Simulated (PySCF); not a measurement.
cyclopenta-2,4-dien-1-one (C₅H₄O), SMILES O=C1C=CC=C1. Atoms are numbered in the order given.

```xyz
10

O      0.0000     0.0000     2.0264
C      0.0000     0.0000     0.8219
C      0.0000     1.2023    -0.0851
C      0.0000     0.7478    -1.3464
C      0.0000    -0.7478    -1.3464
C      0.0000    -1.2023    -0.0851
H      0.0000     2.2299     0.2746
H      0.0000     1.3492    -2.2570
H      0.0000    -1.3492    -2.2570
H      0.0000    -2.2299     0.2746
```
Charge 0, spin multiplicity 1.

The structure is a stationary point at PBE0-D3(BJ)/def2-SVP.

The numbers are results of PBE/def2-TZVP run with PySCF, not measurements.

Symmetry labels are those of the subgroup C2v that the program uses (full group C2v).

Computed valence orbital energies around the gap with their symmetry:
```csv
orbital,symmetry,energy (eV)
HOMO−7,B1,-10.60
HOMO−6,B2,-10.41
HOMO−5,B2,-10.33
HOMO−4,A1,-10.25
HOMO−3,A1,-9.45
HOMO−2,B1,-8.43
HOMO−1,A2,-6.11
HOMO,B2,-6.01
LUMO,B1,-3.86
LUMO+1,A2,0.13
LUMO+2,B1,0.74
LUMO+3,A1,0.83
```
